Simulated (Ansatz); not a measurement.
Consider the redistribution: `[OH][Zr]([OH])([F])[F]` + `FB(F)S` → `[OH][Zr]([F])([F])[SH]` + `OB(F)F`.

Isolated molecules relaxed with PBE0-D4/def2-TZVP in Ansatz; ΔE leaves out vibrations. CCSD(T)/CBS adds triple-zeta CCSD(T) − MP2 to the extrapolated MP2 energy (def2 sets, frozen cores). This one scheme is used for every species. Functionals use def2-TZVPP. B3LYP here is the variant with VWN-RPA as its local correlation; programs differ in this. def2 core potentials past Kr. For Zr outer-core shells are correlated without core-valence functions, which leaves a few kJ/mol of doubt a bond. Each species was taken in one conformer, which may not be the lowest.

| level | ΔE (kcal/mol) | difference from CCSD(T)/CBS |
| --- | --- | --- |
| LDA (SPW92) | -7.0 | 0.0 |
| PBE-D4 | -6.4 | 0.6 |
| revPBE-D4 | -5.9 | 1.1 |
| B3LYP | -6.8 | 0.2 |
| BHLYP | -7.8 | -0.8 |
| LC-ωPBE | -4.9 | 2.1 |
| RPA@PBE/def2-TZVPP | -7.5 | -0.5 |
| SCS-MP2/def2-TZVPP | -6.9 | 0.1 |
| CCSD/def2-TZVPP | -7.6 | -0.6 |
| CCSD/CBS(def2) | -7.0 | 0.0 |
| CCSD(T)/CBS | -7.0 | 0 |

Largest T1 diagnostic among the species: 0.017.

At CCSD(T), def2-SVP lies +1.0 kcal/mol from the extrapolated value and def2-TZVPP −0.6 kcal/mol. From PBE to PBE0 (25 % exact exchange), in def2-TZVPP and without D4, ΔE moves by −1.2 kcal/mol.
